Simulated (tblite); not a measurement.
Problem. Give a GFN2-xTB geometry of InChI=1S/C6H14Si/c7-5-6-3-1-2-4-6/h6H,1-5H2,7H3.

Solution. 
```xyz
21
C6H14Si angstrom
Si     2.9159    0.4057    0.2685
C      1.4579   -0.8142    0.2448
C      0.1590   -0.2289   -0.2935
C     -0.3970    0.9240    0.5438
C     -1.8849    1.0115    0.1725
C     -2.2385   -0.3348   -0.4888
C     -1.0076   -1.2199   -0.2923
H      4.1347   -0.3345    0.6033
H      3.0655    1.0241   -1.0507
H      2.6962    1.4500    1.2709
H      1.7249   -1.6811   -0.3646
H      1.2823   -1.1924    1.2550
H      0.3192    0.1205   -1.3194
H      0.1297    1.8588    0.3569
H     -0.2853    0.6797    1.6019
H     -2.0612    1.8328   -0.5222
H     -2.4972    1.1918    1.0557
H     -3.1333   -0.7804   -0.0558
H     -2.4220   -0.1919   -1.5543
H     -0.9144   -1.9808   -1.0667
H     -1.0529   -1.7230    0.6761
```

Any rigid rotation of these coordinates is as good. Atoms count from 1 in this order. Of the pairs four or more bonds apart, Si1···H14 is among the closest relative to their van der Waals radii: 3.14 Å, 95 % of the sum of Bondi's values. Si1 (SiH3 silicon) is tetrahedral (angles from 108.5° to 110.6°). The 5-membered ring C3–C4–C5–C6–C7 has internal angles of 102.2° to 106.0° (sum 523°, against 540° for a flat polygon); it is puckered, 0.18 Å rms from its mean plane, widest ring torsion 42°.

Bonds between heavy atoms (Å): Si1–C2 1.901, C2–C3 1.523, C3–C4 1.530, C4–C5 1.536, C5–C6 1.541, C6–C7 1.529, C3–C7 1.531.

Computed geometry: GFN2-xTB, gas phase.

Point group: C1 (no symmetry element, even within 0.4 Å). Its lowest GFN2-xTB frequency is 8 cm⁻¹, too small to tell a flat minimum from a shallow saddle. One conformer, not necessarily the lowest (Si1–C2–C3–C4 -63°, C2–C3–C4–C5 -160°, C3–C4–C5–C6 18°, C4–C5–C6–C7 8°, C5–C6–C7–C3 -31°). 3 starts were optimised and ended at 0.00, 0.04 and 0.64 kcal/mol (GFN2-xTB); the lowest of these is shown.
